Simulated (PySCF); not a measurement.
## Bond length, frequency and bond energy of BePb by level of theory

State: ³Σ⁻ (triplet), unpaired electrons π ↑↑. Set-up: Be aug-cc-pVDZ, Pb aug-cc-pVDZ-PP with ECP60; scalar-relativistic core potentials (PySCF 2.14). De refers to Be + Pb in their high-spin ground configurations, without counterpoise correction. The functionals are run spin-unrestricted. A positive dipole means Be(−)Pb(+). Levels whose curve was spin-contaminated or gave no clean fit are not listed.

| Level | Re (Å) | ωe (cm⁻¹) | De (eV) | μ (D) |
| --- | --- | --- | --- | --- |
| ROHF | 2.621 | 218 | 0.211 | -1.59 |
| ROHF-MP2 | 2.404 | 437 | 0.89 | n/a |
| ROHF-SCS-MP2 | 2.439 | 392 | 0.69 | n/a |
| PBE | 2.413 | 422 | 1.33 | -0.48 |
| PBEsol | 2.394 | 436 | 1.49 | -0.64 |
| PBE0 | 2.412 | 417 | 1.15 | -0.72 |
| MN15 | 2.414 | 402 | 1.17 | -1.36 |
| M06-2X | 2.457 | 355 | 0.85 | -1.05 |
| ωB97X | 2.408 | 405 | 0.85 | -1.11 |

**Question.** What does a quarter of exact exchange do here, going from PBE to PBE0?

**Answer.** PBE0 less PBE: -0.1 pm in Re, -1.2 % in ωe, -0.18 eV in De. Exact exchange removes part of the self-interaction that spreads semilocal densities, and in most molecules shortens and stiffens the bond and lowers De; here ωe goes the other way.

**Question.** What does second-order correlation do here, going from ROHF to ROHF-MP2?

**Answer.** ROHF-MP2 less ROHF: -21.7 pm in Re, +100.5 % in ωe, +0.68 eV in De. Correlation nearly always deepens the well. The bond shortens, as in weak, metallic or heavy-atom bonds, where dispersion and the correlation of outer-core electrons pull the atoms together.

Correlated steps freeze 4 core orbitals. Correlated levels converge slowly with the basis: in double zeta they bind strong bonds too weakly, by up to about 1 eV, and carry superposition errors of some tenths. These are scalar-relativistic numbers at best; spin–orbit coupling would shift them, the dissociation energy most. UHF is strongly spin-contaminated for BePb, so the ROHF reference used there is far from stable. The state was picked by a PBE0 search and need not be the measured ground state.
